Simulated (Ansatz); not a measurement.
Sb2H4. The state is a singlet with charge 0. Geometry B3LYP-D4/def2-TZVP; atoms count from 1.

```csv
atom,x (Å),y (Å),z (Å)
Sb1,-0.9965,-1.0318,-0.0423
Sb2,1.0044,1.0240,0.0412
H3,-0.1962,-1.7801,-1.3640
H4,-1.9401,-0.0885,-1.1226
H5,1.9389,0.0929,1.1401
H6,0.1894,1.7833,1.3476
```

In the def2 sets Sb takes a core potential; there is no spin–orbit coupling.

**Question.** Estimate the Mulliken populations from the PBE0/def2-TZVP orbitals of Ansatz.

**Answer.** 
```csv
atom,charge (e)
Sb1,0.00
Sb2,0.00
H3,0.00
H4,0.00
H5,0.00
H6,0.00
```
Mulliken values and Mayer orders depend strongly on the basis.

**Question.** And the Mayer bond orders between bonded heavy atoms (over 0.3)?

**Answer.** Sb1–Sb2 1.06 (2.87 Å).
